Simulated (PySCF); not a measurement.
C3H10OSi.
Numbering: `[CH3:1][Si:2]([CH3:3])([CH3:4])[OH:5]` (hydrogens: H6, H7, H8 on C1; H9, H10, H11 on C3; H12, H13, H14 on C4; H15 on O5)

Level: wB97X-D/pcSseg-2 in PySCF, non-relativistic, on one gas-phase PBE0-D3(BJ)/def2-TZVP geometry that isn't relaxed in the solvent. The solvent is an IEF-PCM continuum (cavity from Bondi-type radii × 1.2). Only the electrostatic response of the medium enters.

Gas phase at wB97X-D/pcSseg-2: HOMO -9.90 eV, LUMO 1.94 eV, dipole 1.38 D.

Task: What does the continuum do to the energy, the frontier levels and the dipole at wB97X-D/pcSseg-2 in chloroform?

Result: 
```tsv
solvent	ε	E(solvent) − E(gas) (kcal/mol)	polarisation term (kcal/mol)	distortion of the solute (kcal/mol)	HOMO (eV)	LUMO (eV)	dipole (D)
chloroform	4.711	-3.41	-3.70	0.29	-9.83	2.13	1.70
```

The polarisation term is half the interaction of the solute with the surface charges that it induces; the rest is the cost of distorting the solute's density. The sum is the electrostatic part of solvation alone.

Task: Which radius a makes the point-dipole formula ΔE = −[(ε − 1)/(2ε + 1)]·μ²/a³ give the value in chloroform, with the gas-phase dipole?

Result: μ = 0.542 au and |ΔE| = 0.00544 Eh give a = 1.42 Å; the farthest nucleus lies 2.53 Å from the centroid of the nuclei, so such a sphere wouldn't even hold the nuclei. The formula assumes a rigid point dipole at the centre of a sphere.

Conformer computed: `[CH3:1][Si:2]([CH3:3])([CH3:4])[OH:5]`: H–O5–Si2–C1 -66°.

Note: wB97X-D ran without an empirical dispersion term, which enters the total energy and its gradient alone.
